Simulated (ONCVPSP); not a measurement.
## LDA (Perdew-Wang 92) ONCV dataset for S, non-relativistic all-electron reference.

The input file (ONCVPSP 4.0.1):

```
# ATOM AND REFERENCE CONFIGURATION
# atsym  z   nc   nv     iexc    psfile
  S 16.00    3    2  -001012      upf
#
#   n    l    f
    1    0    2.00
    2    0    2.00
    2    1    6.00
    3    0    2.00
    3    1    4.00
#
# PSEUDOPOTENTIAL AND OPTIMIZATION
# lmax
    2
#
#   l,   rc,      ep,       ncon, nbas, qcut
    0    1.45    0.00    4    7    4.70
    1    1.55    0.00    3    7    6.40
    2    1.50    0.34    4    7    6.60
#
# LOCAL POTENTIAL
# lloc, lpopt,  rc(5),   dvloc0
    4    3    1.10    2.00
#
# VANDERBILT-KLEINMAN-BYLANDER PROJECTORs
# l, nproj, debl
    0    2    2.90
    1    3    1.50
    2    1    2.60
#
# MODEL CORE CHARGE
# icmod, fcfact, rcfact
    0    0.00    0.00
#
# LOG DERIVATIVE ANALYSIS
# epsh1, epsh2, depsh
   -2.00    5.00    0.02
#
# OUTPUT GRID
# rlmax, drl
    6.00    0.01
#
# TEST CONFIGURATIONS
# ncnf
    4
# nvcnf
#   n    l    f
    2
    3    0    2.00
    3    1    3.00
#
    2
    3    0    2.00
    3    1    2.00
#
    2
    3    0    2.00
    3    1    1.00
#
    2
    3    0    2.00
    3    1    3.50
#
```

Command:

```bash
oncvpspnr.x < S.dat > S.out
```

Output (shortened: citation, most of the input echo, consistency checks and plot data are left out):

```
ONCVPSP  (Optimized Norm-Conservinng Vanderbilt PSeudopotential)
scalar-relativistic version 4.0.1

#   n    l    f        energy (Ha)
    1    0    2.00    -8.7789777E+01
    2    0    2.00    -7.6997480E+00
    2    1    6.00    -5.7510779E+00
    3    0    2.00    -6.3083174E-01
    3    1    4.00    -2.6162952E-01

Reference configufation results
  iterations    23
  all-electron total energy (Ha)   -3.96710378D+02

Begin loop to  construct optimized pseudo wave functions
and semi-local pseudopoentials for all angular momenta

   Wellstate for l =  0  n =  5
     eigenvalue =   2.2692
     asymptotic potential =   2.7692
     half-point radius =  3.4109

Calculating optimized projector #   1

 for l=   0

    Fraction of norm inside rc  0.395397
    Optimizing pswf for qcut=   4.69 a_B^-1,  ecut=  10.98 Ha
    Residual kinetic energy error=  2.60D-03 Ha

    Energy error per electron        Cutoff
         Ha          eV             Ha
         0.01000     0.27211        8.64
         0.00100     0.02721       18.47
         0.00010     0.00272       48.72
         0.00001     0.00027       58.74

Calculating optimized projector #   2

 for l=   0

    Fraction of norm inside rc  0.090207
    Optimizing pswf for qcut=   4.69 a_B^-1,  ecut=  10.98 Ha
    Residual kinetic energy error=  5.36D-03 Ha

    Energy error per electron        Cutoff
         Ha          eV             Ha
         0.01000     0.27211        9.96
         0.00100     0.02721       20.50
         0.00010     0.00272       50.00
         0.00001     0.00027       83.17

   Wellstate for l =  1  n =  4
     eigenvalue =   1.2384
     asymptotic potential =   1.7384
     half-point radius =  2.9751

   Wellstate for l =  1  n =  5
     eigenvalue =   2.7384
     asymptotic potential =   3.2384
     half-point radius =  3.3021

Calculating optimized projector #   1

 for l=   1

    Fraction of norm inside rc  0.315029
    Optimizing pswf for qcut=   6.41 a_B^-1,  ecut=  20.53 Ha
    Residual kinetic energy error=  4.36D-06 Ha

    Energy error per electron        Cutoff
         Ha          eV             Ha
         0.01000     0.27211        4.12
         0.00100     0.02721        7.06
         0.00010     0.00272       15.39
         0.00001     0.00027       19.18

Calculating optimized projector #   2

 for l=   1

    Fraction of norm inside rc  0.206867
    Optimizing pswf for qcut=   6.41 a_B^-1,  ecut=  20.53 Ha
    Residual kinetic energy error=  2.14D-05 Ha

    Energy error per electron        Cutoff
         Ha          eV             Ha
         0.01000     0.27211        5.31
         0.00100     0.02721        9.02
         0.00010     0.00272       16.55
         0.00001     0.00027       49.58

Calculating optimized projector #   3

 for l=   1

    Fraction of norm inside rc  0.108302
    Optimizing pswf for qcut=   6.41 a_B^-1,  ecut=  20.53 Ha
    Residual kinetic energy error=  4.96D-04 Ha

    Energy error per electron        Cutoff
         Ha          eV             Ha
         0.01000     0.27211        6.72
         0.00100     0.02721       11.96
         0.00010     0.00272       69.00
         0.00001     0.00027      118.84

   Wellstate for l =  2  n =  3
     eigenvalue =   0.3400
     asymptotic potential =   0.8400
     half-point radius =  3.5487

Calculating optimized projector #   1

 for l=   2

    Fraction of norm inside rc  0.217426
    Optimizing pswf for qcut=   6.61 a_B^-1,  ecut=  21.87 Ha
    Residual kinetic energy error=  8.42D-04 Ha

    Energy error per electron        Cutoff
         Ha          eV             Ha
         0.01000     0.27211       14.77
         0.00100     0.02721       21.42
         0.00010     0.00272       63.52
         0.00001     0.00027       78.33

Construct Vanderbilt / Kleinmman-Bylander projectors

B matrix Hermiticity error, ll=   0
   1   2   -1.5757E-08

  Orthonormal projector coefficients  6.8859E+00  1.0315E+00

B matrix Hermiticity error, ll=   1
   1   2   -1.7128E-08
   1   3   -4.3903E-08
   2   3   -4.2855E-08

  Orthonormal projector coefficients  3.5777E+01  2.3554E+00  3.4750E-01

Pseudoatom total energy  -10.061305

Diagnostic tests using Vanderbilt-Kleinman-Bylander pseudopotentials
  1 or more projectors used as specified by nproj input data

   l    rcore       rmatch      e in        delta e   norm test  slope test

   0   1.4568719   1.5011057  -0.6308317   0.0000000   1.0000000   1.0000001
   0   1.4568719   1.5011057   2.2691683  -0.0000001   1.0000001   1.0000001

   1   1.5559626   1.6032050  -0.2616295   0.0000060   0.9999868   1.0029058
   1   1.5559626   1.6032050   1.2383705   0.0000466   1.0000284   1.0000284
   1   1.5559626   1.6032050   2.7383705   0.0000259   0.9999399   0.9999399

   2   1.5011057   1.5466825   0.3400000  -0.0000000   1.0000000   1.0000000

 Testing for bound ghosts
   n   l    E NL Schr. Eq   E Basis Diag.   E Cutoff

   1   0       -0.630832       -0.624497     87.99

   2   1       -0.261624       -0.245188    124.29

 Testing for highly-localized positive-energy ghosts
       l    <radius>/rc     E Basis Diag.   E Cutoff

       0        0.971473        8.492850     87.99  WARNING - GHOST(+)

       1        0.942731      124.369040    124.29  WARNING - GHOST(+)

Test configuration 0

   n   l     f        eae           eps        diff
   1   0  2.0000  -87.78977679
   2   0  2.0000   -7.69974799
   2   1  6.0000   -5.75107789
   3   0  2.0000   -0.63083174   -0.63083174    0.00D+00
   3   1  4.0000   -0.26162952   -0.26162351    6.01D-06

    Total energies and differences
      AE_ref= -3.96710378D+02  AE_tst= -3.96710378D+02  dif=  0.00D+00
      PS_ref= -1.00613053D+01  PS_tst= -1.00613053D+01  dif=  3.55D-15
      PSP excitation error= -3.55D-15

Test configuration 1

   n   l     f        eae           eps        diff
   1   0  2.0000  -88.22982337
   2   0  2.0000   -8.13041924
   2   1  6.0000   -6.18282665
   3   0  2.0000   -1.01080269   -1.01040475    3.98D-04
   3   1  3.0000   -0.62076338   -0.62044617    3.17D-04

    Total energies and differences
      AE_ref= -3.96710378D+02  AE_tst= -3.96274105D+02  dif=  4.36D-01
      PS_ref= -1.00613053D+01  PS_tst= -9.62514527D+00  dif=  4.36D-01
      PSP excitation error=  1.13D-04

Test configuration 2

   n   l     f        eae           eps        diff
   1   0  2.0000  -88.76195540
   2   0  2.0000   -8.64365681
   2   1  6.0000   -6.69814497
   3   0  2.0000   -1.44264238   -1.44079364    1.85D-03
   3   1  2.0000   -1.03199394   -1.03038312    1.61D-03

    Total energies and differences
      AE_ref= -3.96710378D+02  AE_tst= -3.95451582D+02  dif=  1.26D+00
      PS_ref= -1.00613053D+01  PS_tst= -8.80346593D+00  dif=  1.26D+00
      PSP excitation error=  9.57D-04

Test configuration 3

   n   l     f        eae           eps        diff
   1   0  2.0000  -89.37740185
   2   0  2.0000   -9.22910004
   2   1  6.0000   -7.28683131
   3   0  2.0000   -1.91544000   -1.90997185    5.47D-03
   3   1  1.0000   -1.48532973   -1.48031164    5.02D-03

    Total energies and differences
      AE_ref= -3.96710378D+02  AE_tst= -3.94196102D+02  dif=  2.51D+00
      PS_ref= -1.00613053D+01  PS_tst= -7.55105986D+00  dif=  2.51D+00
      PSP excitation error=  4.03D-03

Test configuration 4

   n   l     f        eae           eps        diff
   1   0  2.0000  -87.99744955
   2   0  2.0000   -7.90380975
   2   1  6.0000   -5.95556390
   3   0  2.0000   -0.81337377   -0.81325607    1.18D-04
   3   1  3.5000   -0.43382080   -0.43373113    8.97D-05

    Total energies and differences
      AE_ref= -3.96710378D+02  AE_tst= -3.96537180D+02  dif=  1.73D-01
      PS_ref= -1.00613053D+01  PS_tst= -9.88812709D+00  dif=  1.73D-01
      PSP excitation error=  1.96D-05
```

oncvpspnr.x prints “scalar-relativistic version” in its banner although the run is non-relativistic.

The run took about 3.8 s on one core of a shared server CPU.
